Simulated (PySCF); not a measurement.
# Computed properties of Pb(F)(OH) (FHOPb), SMILES [OH][Pb][F]

Pb(F)(OH) (FHOPb), SMILES [OH][Pb][F] (connectivity only; charge and spin as stated), neutral, multiplicity 1. The structure is a stationary point at B3LYP-D3(BJ)/def2-TZVP. The def2 effective core potentials stand for the cores of Pb; spin–orbit coupling is left out. Other conformers were not sampled. All values are computed for the isolated molecule unless a solvent is named; none is compared with measurement here.

**Structure.** The optimised structure has Cs symmetry. All 6 harmonic modes at B3LYP-D3(BJ)/def2-TZVP (PySCF) are real, so it is a minimum. With heavy atoms numbered as in [Pb:1]([F:2])[OH:3], the shortest bond between them is Pb1–F2 at 2.073 Å and the longest Pb1–O3 at 2.087 Å.

**Vibrations.** The strongest infrared lines (harmonic, unscaled, degenerate partners summed) lie at 437 cm⁻¹ (129 km/mol, H 91 %, O 8 %), 500 cm⁻¹ (106 km/mol, F 83 %, Pb 8 %), 542 cm⁻¹ (98 km/mol, O 82 %, F 8 %). The softest mode is at 149 cm⁻¹ and the zero-point energy is 8.8 kcal/mol.

**Electronic structure.** ωB97X/def2-TZVPD (PySCF) places the frontier levels at -10.61 and -0.70 eV, a gap of 9.91 eV, and gives a dipole moment of 3.40 D and a mean polarisability of 44.4 bohr³.

**Excitations.** TDDFT-ωB97X/def2-SVPD (PySCF) has S1 at 4.67 eV (265 nm, f = 0.039, weak); the most intense of the 10 singlets computed lies at 7.62 eV (f = 0.51). T1 (TDA) is at 4.15 eV. No vertical singlet excitation falls in the visible range (under 3.1 eV).
